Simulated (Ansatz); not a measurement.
Calculated with Ansatz (gas phase, PBE0-D4/def2-TZVP geometries, no zero-point term in ΔE). CCSD(T)/CBS adds triple-zeta CCSD(T) − MP2 to the extrapolated MP2 energy (def2 sets, frozen cores). This one scheme is used for every species. DFT in def2-TZVPP. Open shells (•) are unrestricted, without spin–orbit coupling. For Br outer-core shells are correlated without core-valence functions, which leaves a few kJ/mol of doubt a bond. Scalar relativity is left out up to krypton. Each species was taken in one conformer, which may not be the lowest.

Reaction (homolysis of the B–O bond): `OB(Br)O[SiH3]` → `[SiH3]O[B]Br`• + `[OH]`•

| species | r2SCANh-D4 energy (Eh) |
| --- | --- |
| `OB(Br)O[SiH3]` | -3041.48326 |
| `[SiH3]O[B]Br`• | -2965.52530 |
| `[OH]`• | -75.72736 |

Q: Work out ΔE.

A: ΔE = (-2965.52530) + (-75.72736) − (-3041.48326) = 0.23060 Eh = +6.27 eV. CCSD(T)/CBS gives +6.58 eV.

Q: What do rigid-rotor, harmonic-oscillator terms from PBE0-D4/def2-TZVP frequencies (298.15 K, 1 bar) make of the CCSD(T)/CBS value? (Estimate.)

A: Computed: ΔZPE = -0.24 eV, ΔH = +6.41 eV, ΔS = 169 J/(mol·K), ΔG = +5.89 eV. Open shells count their whole term as degenerate.

Largest T1 diagnostic among the species: 0.013.

The D4 term adds +0.07 eV with B3LYP and +0.04 eV with PBE0; it sums over pairs of atoms, weighted by their polarisabilities, and B3LYP, whose exchange is more repulsive, gets the larger term. In def2-TZVPP, CCSD(T) changes the Hartree–Fock value by +1.46 eV (the triples alone add +0.10 eV) and MP2 by +1.78 eV; breaking electron pairs costs correlation energy, which Hartree–Fock lacks. Leaving LDA and LC-ωPBE aside and taking each functional with its dispersion term where it has one, the values, not all of them listed here, spread over 0.40 eV, from BHLYP-D4 to ωB97M-V. LDA lies +1.00 eV from PBE without D4, its usual overbinding.

B3LYP here is the variant with VWN-RPA as its local correlation; programs differ in this.
